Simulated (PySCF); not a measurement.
## Ne²⁺: excitation energy

Ne²⁺ [He] 2s2 2p4 (3P) → Ne²⁺ [He] 2s2 2p3 3s1 (5S), as a difference of total energies. Calculation: PySCF 2.14, in dyall-av3z; the non-relativistic Hamiltonian (point nucleus). Correlated levels: valence: 1s2 frozen; virtual orbitals above 40 to 60 times the deepest correlated orbital energy dropped. The calculations carry no spin-orbit coupling.

| method | excitation energy (eV) |
| --- | --- |
| UHF | 37.290 |
| MP2 (valence) | 38.179 |
| SCS-MP2 (valence) | 38.364 |
| CCSD (valence) | 38.150 |
| CCSD(T) (valence) | 38.151 |

How much does correlation contribute at CCSD(T) (valence)?

38.151 − (37.290) = 0.861 eV, measured against UHF.

A first-order spin-orbit estimate (lowest level to lowest level, LS coupling) adds 0.038 eV.

The promoted electron is Rydberg-like, and one or two diffuse shells describe it only roughly, which tends to raise the upper state.
